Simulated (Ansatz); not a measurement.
PBE exchange is replaced step by step with exact exchange (0 % is PBE, 25 % PBE0; no dispersion term), basis def2-TZVP, Ansatz. System: the cluster RuCl₃ (the lowest doublet isomer of a short search). Total charge 0; doublet. Geometry: r2SCAN-D4/def2-SVP.

Geometry of the doublet:

```xyz
4

Ru   -0.1277   -0.0085   -0.0368
Cl    0.2606    1.9331   -1.0400
Cl   -0.5884   -0.0334    2.1353
Cl    0.4556   -1.8912   -1.0585
```

In the def2 sets Ru takes a core potential; there is no spin–orbit coupling. At PBE-D4/def2-TZVP, PBE with 5 % exact exchange/def2-TZVP, PBE with 10 % exact exchange/def2-TZVP, PBE with 15 % exact exchange/def2-TZVP and others the charge 0 doublet is spin-contaminated (final ⟨S²⟩ up to 1.57, 0.75 for a pure state). The geometry of the doublet was relaxed on an unsound state (⟨S²⟩ 1.51, where a pure state has 0.75). At PBE0-D4/def2-TZVP a quartet of charge 0 lies 0.51 eV below the doublet, each at its own geometry. The structure comes from a short search, and lower isomers may exist.

HOMO and LUMO are taken over both spins.

| exact exchange (%) | HOMO (eV) | LUMO (eV) | gap (eV) | ⟨S²⟩ |
| --- | --- | --- | --- | --- |
| 0 | -5.92 | -5.43 | 0.49 | 1.120 |
| 10 | -6.66 | -5.19 | 1.46 | 1.205 |
| 15 | -7.02 | -5.07 | 1.95 | 1.250 |
| 25 | -7.76 | -4.81 | 2.95 | 1.342 |
| 35 | -8.49 | -4.54 | 3.95 | 1.433 |
| 50 | -9.58 | -4.10 | 5.48 | 1.568 |

(1) Estimate the row for 5 %.

## Answers

(1) 
```
exact exchange (%)  HOMO (eV)  LUMO (eV)  gap (eV)   ⟨S²⟩
                 5      -6.29      -5.32      0.97  1.162
```
